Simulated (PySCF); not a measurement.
A run for PySCF: R-MP2/6-31G* on CH4O (SMILES CO) with ghost functions, monomers drawn apart or pushed together.

```python
from pyscf import gto, scf, dft, mp
from pyscf.data.elements import chemcore

mol = gto.M(
    atom='''
    C     0.22877922    0.56959468    4.68882716
    O    -0.45863803   -0.24135596    3.71144152
    H    -0.12746307    0.30438873    5.68283248
    H    -0.02951858    1.59746252    4.45470056
    H     1.30590508    0.42978954    4.60090626
    H    -0.31741478   -1.17858157    3.89408216
    ghost-B    0.03136769   -0.00975070    0.78308685
    ghost-H   -0.32618785    1.12448595    0.61055323
    ghost-H   -0.60365351   -0.85136717    0.20429427
    ghost-H    1.22842286   -0.17276101    0.77163887
    ''',
    basis='6-31g*',
    cart=True,
    charge=0, spin=0, verbose=3, max_memory=1800)
mf = scf.RHF(mol)
mf.conv_tol = 1e-8
mf.max_cycle = 100
mf.kernel()
if not mf.converged:
    mf = mf.newton().run(mf.mo_coeff, mf.mo_occ)
pt = mp.MP2(mf, frozen=chemcore(mol)).run()
```

The log:

```
converged SCF energy = -115.034551628458
E(RMP2) = -115.347350262949  E_corr = -0.3127986344914
E(SCS-RMP2) = -115.343726814904  E_corr = -0.309175186446174
```

Self-consistency was reached.

Cost: about 0.24 core-seconds (a rough figure).
